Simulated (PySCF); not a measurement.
Coordinates in bohr (charge 0 multiplicity 3):
```
Os    0.0714    0.0000    0.0000
Se   -2.2405   -3.5732    0.0000
Se    4.3094    0.0000    0.0000
Se   -2.2405    3.5732    0.0000
```

Level of theory: UPBE0 in PySCF with Os def2-SVP with ECP60, Se def2-SVP; scalar-relativistic core potentials, no spin–orbit coupling; density-fitted integrals.

This geometry of OsSe3 is a stationary point at this level.

What is the point group?

C2v.

Is it a minimum?

No: it has 1 imaginary mode, at 40i cm⁻¹ (b1).

Which band is strongest in the infrared?

320 cm⁻¹ (b2), 23 km/mol.

What are the dipole moment and the gap between the highest occupied and lowest empty levels of either spin?

0.67 D and 1.97 eV.

Give the atomic charges and bond orders.


```csv
atom,Mulliken,Löwdin,polar tensor,spin (Mulliken),Mayer order to Os1
Os1,0.30,-0.66,0.80,1.51,–
"Se2,4",-0.11,0.20,-0.28,0.50,1.68
Se3,-0.08,0.25,-0.23,-0.51,1.64
```
Other Mayer orders above 0.3: Se–Se 0.33, Se–Se 0.37 (×2).

The determinant is spin-contaminated (⟨S²⟩ = 2.22, pure value 2.00). Other isomers or separated fragments may lie lower. With open d or f shells other occupations or spin states may lie lower. At this level a singlet minimum of D3h symmetry lies 74 kJ/mol below this structure. With an element this heavy the missing spin–orbit coupling can shift these numbers.
